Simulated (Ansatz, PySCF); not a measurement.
Another site gives an ion 66389.04 eV lower (`O[SiH2]Br`) at the level CAM-B3LYP-D3(BJ)/def2-TZVPD (PySCF).

A geometry relaxed with CAM-B3LYP-D3(BJ)/def2-TZVPD (Ansatz, a first-principles code), charge 0, multiplicity 1:

```xyz
14

H      2.4592     0.4946    -1.4249
N     -0.2730    -0.0386     0.2047
H     -1.2759    -1.2170    -1.2412
C     -1.4332    -0.3368    -0.6067
O      1.7428     1.1313    -1.4509
H     -1.6726     0.5043    -1.2572
H      0.9209    -0.8002     1.7464
H     -0.0831     2.4421    -0.5020
Si     0.7480     1.2812    -0.1414
H     -2.3070    -0.5329     0.0235
C      0.0656    -1.0898     1.1369
H      0.3134    -2.0289     0.6266
H      1.5667     1.4852     1.0739
H     -0.7718    -1.2944     1.8123
```

Problem. Write the SMILES of this molecule.

Solution. `CN(C)[SiH2]O`
